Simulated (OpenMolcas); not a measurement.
**Cu3+: ligand-field states by method**

Cu3+ with its 6 nearest chloride ions at 2.446 Å, on the Zr site of Cs2ZrCl6 (a = 10.407 Å, distance in the model lattice 2.446 Å). The rest of the host is ab initio model potentials to 7.6 Å and point charges beyond; the distance is set by hand and nothing relaxes, and no local charge compensation is placed. Ligand basis ANO-RCC-VDZP.
```
Cu    0.0000    0.0000    0.0000
Cl    2.4460    0.0000    0.0000
Cl    0.0000    2.4460    0.0000
Cl   -2.4460    0.0000    0.0000
Cl    0.0000   -2.4460    0.0000
Cl    0.0000    0.0000    2.4460
Cl    0.0000    0.0000   -2.4460
```

* Program: OpenMolcas 26.06
* Basis: ANO-RCC-VTZP [6s5p3d2f1g]
* Scalar Hamiltonian: DKH2, point nucleus
* Active space: 8 electrons in 5 orbitals (3d)
* State averaging: 2S+1 = 3 even, 10 roots; 2S+1 = 1 even, 15 roots
* Spin-orbit coupling: state interaction with AMFI integrals over the reference wave functions

I. CASSCF
II. SS-CASPT2, IPEA 0.25 Eh, imaginary shift 0.2 Eh (closed shells correlated: 3s 3p and the ligand valence shells)

Spin-free states (labels of O, the rotations of Oh) in cm-1, each column counted from its own energy of the first state listed:

```csv
State,Degeneracy,I,II
3A2,1,0,0
3T2,3,5468,24950
3T1,3,11906,36230
1E,2,14266,-9370
2S+1 = 1,3,21092,17280
2S+1 = 1,1,23061,-9510
2S+1 = 1,3,26069,13230
3T1,3,26844,51370
1E,2,38372,54900
2S+1 = 1,3,38511,57150
2S+1 = 1,1,65251,91490
```

II puts a state of multiplicity 1 lowest, 9500 cm-1 below that state.

From I to II, I's first state of the same spin (3T2) moves from 5468 to 24950 cm-1, by about +19000 cm-1.

From I to II, I's first state of another spin (1E) moves from 14266 to -9370 cm-1, by about -24000 cm-1. In II another state of that kind comes below it.

χT at 300 K: I 1.49, II 0.01 cm3 K/mol.

Roots that are degenerate in the reference are averaged as groups; the widest CASPT2 spread within a group is 9500 cm-1 (the 3-fold group of multiplicity 1 near 26800 cm-1 above the lowest state of its run, II). Shifts and gaps below about the spread of the groups concerned are not significant. Over all roots computed the reference weight is 0.56 to 0.66 in II; the roots of lowest weight are the least certain, and an intruder state may touch them. The least metal-like active orbital is 78 % on the metal (Löwdin) and no ligand orbital is active, so the numbers are rough. Ligand-to-metal charge-transfer states are missing. With no ligand orbital active B as a rule stays too high, so bands that hang on it stand too high and its fall with covalency is understated. Without dynamic correlation the repulsion within the d shell is too large (B by tens of per cent), so at a given field states of lower spin stand too high (holds for I). With metal d orbitals alone and no dynamic correlation the field as a rule comes out too small, by tens of per cent, by up to half for chloride and softer ligands, and the orbital part of g and χT, which goes as 1/10Dq, too large (holds for I). A single d shell leaves out the double-shell effect, which counts most for late 3d ions, where the CASPT2 field can be off either way by tens of per cent (holds for II). With one d shell and no ligand orbital active, 10Dq can be off by a tenth or more (holds for II). The distance lies 4 % over the 2.351 Å that this model takes as the normal distance (a Shannon-type radius plus a fixed donor radius, weighted with the host); by an R⁻⁵ law this alone changes a d-shell field by about -18 %. No measured value stands beside these numbers; the geometry was set by hand and not optimised.
